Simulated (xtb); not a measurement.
CH3Cl2Si, SMILES C[Si](Cl)Cl (connectivity only; charge and spin as stated), charge +1, multiplicity 1. All values are semi-empirical tight-binding results from xtb (GFN2-xTB unless named), good for trends rather than for accurate numbers. Geometry optimised at GFN2-xTB. The multiplicity is an assumed one; other spin states were not compared. The isomer is the one that the SMILES or the coordinates give; other isomers of the formula were not compared.

- orbital gap = 4.52 eV
- zero-point energy = 24.6 kcal/mol
- G − E(el) at 298.15 K (modified RRHO) = 4.7 kcal/mol
- static polarisability (D4 model) = 71.5 bohr³
- solvation energy, GFN2-xTB/ALPB(water) = -52.7 kcal/mol
- solvation energy, GFN2-xTB/ALPB(acetonitrile) = -48.1 kcal/mol
